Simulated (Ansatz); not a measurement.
Mulliken charges of CH3Cl3NV (`C[N]=[V]([Cl])([Cl])[Cl]`) from PBE/def2-TZVPP in Ansatz (PBE0-D4/def2-TZVP geometry).

| atom | x (Å) | y (Å) | z (Å) | charge (e) |
| --- | --- | --- | --- | --- |
| C1 | 0.271 | -1.252 | 0.907 | -0.175 |
| N2 | 0.035 | -0.129 | 0.089 | -0.489 |
| V3 | -0.230 | 1.135 | -0.833 | 0.927 |
| Cl4 | -1.808 | 0.579 | -2.181 | -0.209 |
| Cl5 | 1.619 | 1.534 | -1.853 | -0.209 |
| Cl6 | -0.801 | 2.733 | 0.485 | -0.209 |
| H7 | 1.308 | -1.586 | 0.791 | 0.121 |
| H8 | -0.401 | -2.068 | 0.623 | 0.121 |
| H9 | 0.095 | -0.992 | 1.956 | 0.121 |

By hand: the dipole of these point charges (1 e Å = 4.8032 D).

Σ q r = (0.050, -0.241, 0.175) e Å, of length 0.302 e Å = 1.45 D.

How does the dipole of the full density compare? (Best estimate.)

Computed: (0.119, -0.566, 0.413) e Å, 3.41 D; the point charges give 0.43 times that, at 0° from its direction.

Point charges leave out the atoms' own dipoles, such as those of lone pairs, and Mulliken's split depends on the basis, so the two needn't agree.
